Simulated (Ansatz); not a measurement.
Computed with Ansatz on PBE0-D4/def2-TZVP structures; ΔE is electronic, products minus reactants. CCSD(T)/CBS adds triple-zeta CCSD(T) − MP2 to the extrapolated MP2 energy (def2 sets, frozen cores). Functionals use def2-TZVPP. B3LYP here is the variant with VWN-RPA as its local correlation; programs differ in this. For Ga outer-core shells are correlated without core-valence functions, which leaves a few kJ/mol of doubt a bond. Scalar relativity is left out up to krypton. Each species was taken in one conformer, which may not be the lowest.

Reaction (substitution at a C–C bond): `C=C[CH2][GaH2]` + `CBO` → `C=COBC` + `[CH3][GaH2]`

CCSD(T)/CBS gives +0.56 eV.

Problem. Another level gave +0.38 eV. Which?
A. MP2/def2-TZVPP
B. HF/def2-TZVPP
C. ωB97X-V/def2-TZVPP
D. B3LYP/def2-TZVPP

Solution. D. B3LYP 0.38, MP2/def2-TZVPP 0.64, ωB97X-V 0.42, HF/def2-TZVPP 0.23 eV.

Largest T1 diagnostic among the species: 0.013.

The D4 term adds +0.03 eV with B3LYP and +0.01 eV with PBE0; it sums over pairs of atoms, weighted by their polarisabilities, and B3LYP, whose exchange is more repulsive, gets the larger term. In def2-TZVPP, CCSD(T) changes the Hartree–Fock value by +0.30 eV (the triples alone add +0.05 eV) and MP2 by +0.41 eV.
